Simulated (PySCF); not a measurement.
Excitation energy of B⁺ by level of theory

B⁺ [He] 2s2 (1S) → B⁺ [He] 2s1 3s1 (3S), as a difference of total energies. All numbers are calculated (PySCF 2.14, the non-relativistic Hamiltonian (point nucleus), in dyall-acv3z (15s9p4d2f, 76 functions)). Correlated levels: valence: 1s2 frozen; valence and next inner shell: nothing frozen; virtual orbitals above 40 to 60 times the deepest correlated orbital energy dropped. The calculations carry no spin-orbit coupling.

```tsv
method	excitation energy (eV)
UHF	14.631
LDA	15.374
PBE	15.362
PBE0	15.380
r2SCAN	15.284
wB97X-V	15.678
PBEsol	15.262
B97-3	15.616
LC-wPBE	15.605
MP2 (valence)	15.562
SCS-MP2 (valence)	15.830
MP2 (valence and next inner shell)	15.606
SCS-MP2 (valence and next inner shell)	15.868
```

**Question.** How much does correlation contribute at MP2 (valence and next inner shell)?

**Answer.** 15.606 − (14.631) = 0.975 eV, measured against UHF.

Errors of the correlated levels include the incompleteness of this basis and the frozen core.

For comparison: 16.090 eV (measured; NIST levels).
